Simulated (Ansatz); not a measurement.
`CC(F)I` + H₂ → `FCI` + CH₄ at 600 K and 1 bar (hydrogenolysis of a C–C bond).

Gas-phase electronic energies from Ansatz, PBE0-D4/def2-TZVP geometries. CCSD(T)/CBS adds triple-zeta CCSD(T) − MP2 to the extrapolated MP2 energy (def2 sets, frozen cores). This one scheme is used for every species. Elements past krypton have def2 core potentials. For I outer-core shells are correlated without core-valence functions, which leaves a few kJ/mol of doubt a bond.

```json
{"species": "`CC(F)I`", "CCSD(T)/CBS energy (Eh)": "-475.73937", "H − E (kJ/mol)": "195.6", "S (J/(mol·K))": "376.7"}
{"species": "H₂", "CCSD(T)/CBS energy (Eh)": "-1.17544", "H − E (kJ/mol)": "43.9", "S (J/(mol·K))": "150.8"}
{"species": "`FCI`", "CCSD(T)/CBS energy (Eh)": "-436.46970", "H − E (kJ/mol)": "109.1", "S (J/(mol·K))": "326.3"}
{"species": "CH₄", "CCSD(T)/CBS energy (Eh)": "-40.46206", "H − E (kJ/mol)": "140.4", "S (J/(mol·K))": "215.7"}
```

H − E and S are ideal-gas, rigid-rotor, harmonic terms from PBE0-D4/def2-TZVP, for one conformer and one mirror image of each species. The MP2-based limit puts H₂ 0.8 mEh under its directly extrapolated value; such offsets cancel only in part. 1 Eh = 2625.50 kJ/mol, R = 8.31446 J/(mol·K).

Task: By hand: ΔE, ΔH, ΔS and ΔG.

Result: ΔE = (-436.46970) + (-40.46206) − (-475.73937) − (-1.17544) = -0.01695 Eh = -44.5 kJ/mol. Δ(H − E) = 109.1 + 140.4 − 195.6 − 43.9 = 10.0, so ΔH = -34.5 kJ/mol. ΔS = 326.3 + 215.7 − 376.7 − 150.8 = 14.5 J/(mol·K). ΔG = -34.5 − 600 × (14.5)/1000 = -43.2 kJ/mol.

Task: By hand: the equilibrium constant, and the temperature at which ΔG would vanish if ΔH and ΔS stayed fixed.

Result: log₁₀ K = −ΔG/(RT ln 10) = 3.8. ΔH and −TΔS have one sign here, so there is no such temperature.

The number of gas molecules stays the same, so ΔS is small and ΔH decides. A doubt of 5 kJ/mol in ΔE shifts log₁₀ K by 0.4 here. Other conformers and mirror images would add mixing entropy, several J/(mol·K) or more a flexible species. These are equilibria of isolated gas molecules and say nothing of rates. Largest T1 diagnostic: 0.010 (customary marks: 0.02 for closed shells, 0.045 for open ones).
